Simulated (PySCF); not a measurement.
C2H7NSi2, SMILES N[Si@@H]1C=C[SiH2]1. Geometry optimised at PBE0-D3(BJ)/def2-SVP. The structure was generated by enumeration; whether it is a known compound was not checked. One conformer was computed; it need not be the lowest.

These are PySCF with PBE0-D3(BJ)/def2-SVP values and carry that method's errors.

Harmonic wavenumbers (cm⁻¹): 118, 146, 228, 287, 327, 415, 440, 499, 595, 650, 677, 710, 738, 772, 807, 875, 918, 954, 1030, 1055, 1275, 1536, 1567, 2199, 2202, 2217, 3138, 3164, 3625, 3730. Rotational constants (GHz): 5.282, 2.411, 1.870; symmetry number 1.

Problem. Work out the zero-point energy and the ideal-gas rigid-rotor harmonic-oscillator thermochemistry at 298.15 K and 1 atm.

Solution. ZPE = ½ Σ hcν = ½ × 36894 cm⁻¹ = 52.74 kcal/mol. H − E(el) = 57.94 kcal/mol. Entropy in cal/(mol K): translation 39.76, rotation 27.00, vibration 15.68, total 82.44. G − E(el) = 33.37 kcal/mol. Cp = 29.14 cal/(mol K). Modes under 150 cm⁻¹ make the vibrational entropy uncertain.
